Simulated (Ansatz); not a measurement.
Basis sets compared for GeF2Cl2 (GeCl2F2). Charge 0, multiplicity 1. Geometry PBE-D4/def2-SVP. Ansatz on 4 threads of Arm Neoverse N1 on a shared host; times are rough, and most runs start from earlier orbitals.

```xyz
5

Ge    0.0152   -0.0125   -0.0522
F     1.5065   -0.7332   -0.5591
F    -0.9089    0.2422   -1.4949
Cl    0.4119    1.8614    0.8772
Cl   -1.0246   -1.3579    1.2291
```

Binding counts from free atoms (Ge triplet, F doublet, Cl doublet) in the same basis, without a counterpoise term.

| level | functions | energy (Eh) | HOMO (eV) | LUMO (eV) | binding per atom (eV) | wall time |
| --- | --- | --- | --- | --- | --- | --- |
| PBE-D4/def2-SVP | 96 | -3195.6664 | -8.43 | -3.15 | 3.55 | 1.2 s |
| PBE-D4/def2-TZVP | 184 | -3196.5067 | -8.64 | -3.38 | 3.54 | 2.4 s |
| r2SCAN-D4/def2-TZVP | 184 | -3197.2315 | -9.05 | -3.13 | 3.48 | 6 s |
| PBE0-D4/def2-SVP | 96 | -3195.7908 | -10.02 | -2.20 | 3.38 | 1.9 s |
| PBE0-D4/def2-TZVP (with forces) | 184 | -3196.6274 | -10.15 | -2.36 | 3.40 | 6 s |

Problem. Estimate the rows for PBE-D4/def2-TZVPD, r2SCAN-D4/def2-TZVPD, PBE0-D4/def2-TZVPD.

Solution. 
| level | functions | energy (Eh) | HOMO (eV) | LUMO (eV) | binding per atom (eV) | wall time |
| --- | --- | --- | --- | --- | --- | --- |
| PBE-D4/def2-TZVPD | 226 | -3196.5104 | -8.70 | -3.50 | 3.53 | 3.5 s |
| r2SCAN-D4/def2-TZVPD | 226 | -3197.2343 | -9.08 | -3.20 | 3.48 | 8.5 s |
| PBE0-D4/def2-TZVPD | 226 | -3196.6304 | -10.18 | -2.48 | 3.40 | 6.5 s |
